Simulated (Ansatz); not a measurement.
```xyz
2

S     0.0000    0.0000   -0.0733
H     0.0000    0.0000    1.1724
```

Basis set: 6-31G* (spherical functions). Left uncorrelated: 5 orbitals. Charge 0, multiplicity 2.

Computed with Ansatz (development build ahead of 0.2.0); each method stands on the lowest determinant of its kind that the runs found.

**Question.** Give the atomization energy at this shape (free ground-state atoms in the same class of orbitals less the molecule, no zero-point energy) of doublet SH by UHF-MP2, UHF.

**Answer.**

```json
{"method": "UHF-MP2", "atomization energy": "65.39 kcal/mol"}
{"method": "UHF", "atomization energy": "53.65 kcal/mol"}
```

Caution: the shape is not the minimum.
